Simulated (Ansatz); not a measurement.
A nudged elastic band was laid between two geometries of C2H8OSi + H2 (14 atoms, charge 0, multiplicity 1).

Computed with UKS B3LYP-D4/6-31G* in Ansatz 0.2.0.

```yaml
movable_images: 5
climbing_image: yes
spring: 5.0 eV/Å²
optimiser: quadratic models (default)
start_path: through a guess of the saddle point
force_threshold: 0.05 eV/Å
iteration_limit: 60
end_points: relaxed
```

Image 0:

```xyz
14
Properties=species:S:1:pos:R:3
Si -1.199 0.214 0.494
C 0.058 -0.783 -0.478
C 0.708 0.023 -1.616
H -2.283 0.702 -0.415
H -0.551 1.428 1.080
O -1.812 -0.782 1.687
H 2.622 0.782 1.740
H 1.903 0.930 1.626
H 0.825 -1.149 0.216
H -0.440 -1.675 -0.879
H 1.234 0.906 -1.233
H 1.438 -0.580 -2.167
H -0.039 0.374 -2.338
H -2.465 -0.389 2.283
```

Image 6:

```xyz
14
Properties=species:S:1:pos:R:3
Si -1.292 1.440 1.226
C 0.722 -1.454 -0.708
C 1.212 -0.197 -1.430
H -1.858 0.983 -0.076
H -2.358 2.217 1.922
O -0.736 0.171 2.156
H 0.414 -1.224 0.318
H -0.122 2.316 0.988
H 1.509 -2.216 -0.658
H -0.136 -1.900 -1.226
H 2.066 0.253 -0.910
H 1.528 -0.420 -2.457
H 0.423 0.563 -1.487
H -1.373 -0.532 2.342
```

(1) What changes between the two ends?

(2) What energy profile does the band end with?

(3) What is the geometry of the highest image?

Results:

(1) Bonds broken: Si1–C2, H7–H8. Bonds formed: Si1–H8, C2–H7. C2H8OSi + H2 becomes C2H6 + H4OSi.

(2) It converged. The highest image is number 3 of 0 to 6, 3.03 eV above the first end and 3.38 eV above the last; the last end lies 0.34 eV below the first. Neighbouring images differ by up to 3.2 eV, so the band resolves the path poorly. A vibrational analysis at the climbing image gives one clearly imaginary mode, 1621i cm⁻¹: a first-order saddle point. The orbitals stay closed-shell, which can raise the energy where a bond breaks towards radicals; this wasn't checked here.

```json
{"image": "0", "path coordinate (Å)": "0.00", "energy (eV)": "0.00", "Si1–C2 (Å)": "1.88", "H7–H8 (Å)": "0.74", "Si1–H8 (Å)": "3.38"}
{"image": "1", "path coordinate (Å)": "1.45", "energy (eV)": "0.02", "Si1–C2 (Å)": "1.88", "H7–H8 (Å)": "0.74", "Si1–H8 (Å)": "3.34"}
{"image": "2", "path coordinate (Å)": "2.90", "energy (eV)": "0.32", "Si1–C2 (Å)": "1.90", "H7–H8 (Å)": "0.74", "Si1–H8 (Å)": "2.65"}
{"image": "3", "path coordinate (Å)": "4.35", "energy (eV)": "3.03", "Si1–C2 (Å)": "2.18", "H7–H8 (Å)": "1.11", "Si1–H8 (Å)": "1.70"}
{"image": "4", "path coordinate (Å)": "6.56", "energy (eV)": "-0.19", "Si1–C2 (Å)": "3.49", "H7–H8 (Å)": "2.04", "Si1–H8 (Å)": "1.48"}
{"image": "5", "path coordinate (Å)": "8.77", "energy (eV)": "-0.31", "Si1–C2 (Å)": "3.88", "H7–H8 (Å)": "2.64", "Si1–H8 (Å)": "1.48"}
{"image": "6", "path coordinate (Å)": "10.98", "energy (eV)": "-0.34", "Si1–C2 (Å)": "4.02", "H7–H8 (Å)": "3.64", "Si1–H8 (Å)": "1.48"}
```

(3) 
```xyz
14
Properties=species:S:1:pos:R:3:forces:R:3
Si -0.697 0.473 0.902 -0.02 -0.01 0.05
C 0.624 -0.718 -0.367 0.01 0.02 0.00
C 0.788 0.112 -1.642 0.00 0.00 -0.02
H -1.740 0.238 -0.169 0.00 0.00 0.00
H -0.219 1.857 0.683 0.00 0.00 0.00
O -1.617 0.021 2.226 0.00 0.01 -0.04
H 0.744 -0.257 0.961 -0.01 -0.02 0.00
H 0.612 0.198 1.960 0.01 0.01 -0.01
H 1.595 -1.162 -0.086 0.00 0.00 -0.01
H -0.056 -1.569 -0.495 0.00 0.00 0.00
H 1.485 0.942 -1.487 0.00 0.00 0.01
H 1.178 -0.498 -2.467 0.00 -0.01 0.01
H -0.170 0.532 -1.966 0.00 0.00 0.00
H -2.528 -0.168 1.945 0.00 0.00 0.01
```

Time of the run: 120 s on 2 threads of AMD EPYC 9B45 (Zen 5), on a shared host, peak memory 0.25 GiB.
